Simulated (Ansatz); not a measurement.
```yaml
crystal:
  periodic: [false, false, false]
  atoms:
    - {symbol: C, position_ang: [3.432594, -1.780248, -0.021771]}
    - {symbol: C, position_ang: [2.869317, -0.635278, -0.854987]}
    - {symbol: Ga, position_ang: [0.933933, -0.429800, -0.668232]}
    - {symbol: F, position_ang: [-0.301665, -1.524739, -1.276485]}
    - {symbol: Br, position_ang: [0.067881, 1.796519, -1.356410]}
    - {symbol: Ga, position_ang: [-1.074723, 1.820321, 0.874157]}
    - {symbol: F, position_ang: [-0.337561, 3.189861, 1.684952]}
    - {symbol: C, position_ang: [-2.974006, 1.387516, 0.712623]}
    - {symbol: C, position_ang: [-3.244099, 0.107728, -0.065857]}
    - {symbol: Br, position_ang: [0.252679, -0.127594, 1.711773]}
    - {symbol: H, position_ang: [3.234821, -1.640820, 1.043931]}
    - {symbol: H, position_ang: [3.006479, -2.743074, -0.312541]}
    - {symbol: H, position_ang: [4.516954, -1.852800, -0.142774]}
    - {symbol: H, position_ang: [3.316939, 0.320413, -0.572001]}
    - {symbol: H, position_ang: [3.073073, -0.781866, -1.919466]}
    - {symbol: H, position_ang: [-3.366869, 1.327839, 1.731875]}
    - {symbol: H, position_ang: [-3.451168, 2.252092, 0.241922]}
    - {symbol: H, position_ang: [-4.318093, -0.087963, -0.126711]}
    - {symbol: H, position_ang: [-2.860132, 0.162413, -1.086366]}
    - {symbol: H, position_ang: [-2.776364, -0.760520, 0.402378]}
basis:
  gaussian: {orbitals: ANO-RCC-VTZP, final_grid: {core_spheres: 8, valence_spheres: 7, degree: 23}}
hamiltonian: {xc: {name: PBE1PBE}, pseudopotentials: {relativity: none}}
output: {forces: true}
```

```sh
$ ansatz run in.yaml --threads 11 --pin off --events-out ev --progress --plain --max-ram 174080MiB --backend cuda --devices 0, --max-vram 75GiB
```

Output, abridged:

```
Error: YAML parse error: error: line 26 column 19: hamiltonian.xc: no functional is named "PBE1PBE"; the names, which are not case-sensitive, are SVWN5, SPW92, PBE, PBE0, PBEsol, revPBE, revPBE0, RPBE, rPW86-PBE, HSE06, wPBEh, LC-wPBE, HISS, HF, BLYP, B3LYP, B3LYP5, BHLYP, CAM-B3LYP, r2SCAN, r2SCANh, r2SCAN0, r2SCAN50, m-r2SCAN, B97, wB97, wB97X, wB97X-V, B97M-V, wB97M-V, B2PLYP, B2GP-PLYP, PBE0-DH, PBE-QIDH
24 | basis:
25 |   gaussian: {orbitals: ANO-RCC-VTZP, final_grid: {core_spheres: 8, valence_spheres:…
26 | hamiltonian: {xc: {name: PBE1PBE}, pseudopotentials: {relativity: none}}
27 | output: {forces: true}
```

Q: Something in this input is off. What?

A: The method's name isn't one that the program takes here. The program refused the input.

HSE06 is defined as in plane-wave codes.
